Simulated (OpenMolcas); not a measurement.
**Xe⁵⁺: effect of the level shift or regulariser**

* Program: OpenMolcas 26.06
* Basis: ANO-RCC-VQZP [8s7p5d3f2g]
* Scalar Hamiltonian: DKH2, point nucleus
* Active space: 3 electrons in 9 orbitals (RAS2 5s 5p; RAS3 5d, at most 2 electrons)
* State averaging: 2S+1 = 4 odd, 1 root; 2S+1 = 2 odd, 11 roots; 2S+1 = 4 even, 3 roots; 2S+1 = 2 even, 9 roots
* Spin-orbit coupling: state interaction with AMFI integrals over the reference wave functions, term energies averaged over their components

Methods on the same reference wave functions:
A. RASSCF
B. MS-RASPT2, IPEA 0.25 Eh, imaginary shift 0.1 Eh (closed shells correlated: 4d)
C. MS-RASPT2, IPEA 0.25 Eh, real shift 0.2 Eh (closed shells correlated: 4d)

Energies in cm-1 above 5s2 5p 2P* 1/2, the measured ground level; measured values from Saloman, J. Phys. Chem. Ref. Data 33, 765 (2004).

```tsv
Level	A	B	C	Measured
5s2 5p 2P* 1/2	0.0	0.0	0.0	0.0
5s2 5p 2P* 3/2	13435	13530	13520	15599
5s 5p2 4P 1/2	85960	93010	92980	92586
5s 5p2 4P 3/2	92152	99490	99460	100378
5s 5p2 4P 5/2	98663	105720	105690	107205
5s 5p2 2D 3/2	121748	124060	124060	124870
5s 5p2 2D 5/2	124270	127210	127210	129230
5s 5p2 2P 3/2	164398	155540	155550	159112
```

Deviations, from unrounded energies. A percentage is the sum of absolute deviations over the sum of measured energies, with the sign that they share, or ± where signs differ.

```csv
Against measurement,Levels,A,B,C
mean absolute deviation (cm-1),7,5600,1600,1600
fine structure of the ground term (%),1,-13.9,-13.3,-13.3
other configurations (%),6,±5.2,±1.3,±1.3
```

B, C lie about equally close to measurement and A furthest from it. The largest miss of B in the table is 5s 5p2 2P 3/2, by -3600 cm-1. The ranking rests on the paired levels alone, and a cruder setting can come out closer through cancelling errors.

Between B and C the level of the table that moves most is 5s 5p2 4P 3/2, by 33 cm-1 (lowest in C, highest in B). Moves below CASPT2's spread within the term are not significant.

The two smallest mean deviations differ by little beside CASPT2's spread within terms, so their order carries little weight.

The lowest spin-free term lies below A's lowest term by 0.489 hartree in B, 0.489 hartree in C.

CASPT2 does not keep the components of a term degenerate, so their means are used; among the terms shown or strongly mixed into the levels shown the widest spread is 21 cm-1 (5s 5p2 2D, B). Active for correlation alone: 5d; no level in the range computed is led by a configuration that fills it, so any true level of that kind is missing. Measured partners are found by configuration, term and J. A level has none where our copy of the source lacks it or the pairing is in doubt (some pairs that miss far off the trend of their configuration count as doubtful), and it then counts in no deviation. Only configurations of the active space appear. The table leaves out levels that lie high or whose names do not pair safely across all columns.

* marks odd parity.
